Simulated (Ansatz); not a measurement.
Basis-set extrapolation for `C[SiH2]BCl` (PBE0-D4/def2-TZVP geometry, frozen core, Ansatz 0.2.0). Multiplicity 1, RHF reference.

```tsv
	def2-TZVPP	def2-QZVPP
HF	-814.552203	-814.576827
MP2 correlation	-0.592336	-0.638454
CCSD(T) correlation	-0.678098	not run
```

Energies in hartree. Use E(X) = E(∞) + A·exp(−7.88·√X) for Hartree–Fock and E(X) = E(∞) + B·X^(−2.97) for correlation, with X = 3 and 4, and add CCSD(T) minus MP2 of the smaller set to the MP2 limit.

Question: What is the CCSD(T) energy at the basis-set limit?

Answer: HF limit: -814.576827 + (-0.024624) × 0.13774 = -814.58022. MP2 limit: -0.638454 + (-0.046118) × 0.74074 = -0.67262. Higher-order term: -0.678098 − (-0.592336) = -0.08576. Total: -815.33860 hartree, 284.3 kJ/mol below CCSD(T)/def2-TZVPP.
